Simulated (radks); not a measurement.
Dipole-allowed excitations along the series with 18 electrons in [Ar]. Method: non-relativistic Kohn-Sham, PBE, spin-polarised, spherical densities, point nucleus; computed with a radial shooting solver on a logarithmic mesh with Libxc functionals. Time-dependent linear response with the Hartree and adiabatic LDA kernel, continuum included through the Sternheimer equations. Lines are the poles of the dipole polarisability below minus the highest occupied eigenvalue, found on a grid refined at the orbital gaps; the lowest seven at most are given, and weak or close lines can be missed. The first line takes the name of the lowest orbital gap if no other gap lies below it; otherwise a line is named after a gap within 0.6 % of it, if that gap stands alone.

| species | -e(HOMO) (eV) | lowest orbital gap (eV) | first line (eV) | f | strongest line (eV) | its f | static alpha (bohr^3) |
|---|---|---|---|---|---|---|---|
| Ca2+ | 43.057 | 3p-3d 27.011 | 28.671 (3p-4s) | 0.482 | 33.380 (unassigned) | 3.03 | 3.337 |
| Sc3+ | 64.573 | 3p-3d 32.097 | 39.802 (3p-4s) | 1.10 | 41.829 (unassigned) | 3.41 | 2.162 |
| Ti4+ | 89.341 | 3p-3d 36.837 | 48.520 (3p-3d) | 4.32 | the first | 4.32 | 1.497 |
| V5+ | 117.30 | 3p-3d 41.382 | 54.765 (3p-3d) | 3.84 | the first | 3.84 | 1.086 |
| Cr6+ | 148.41 | 3p-3d 45.801 | 60.596 (3p-3d) | 3.46 | the first | 3.46 | 0.8165 |
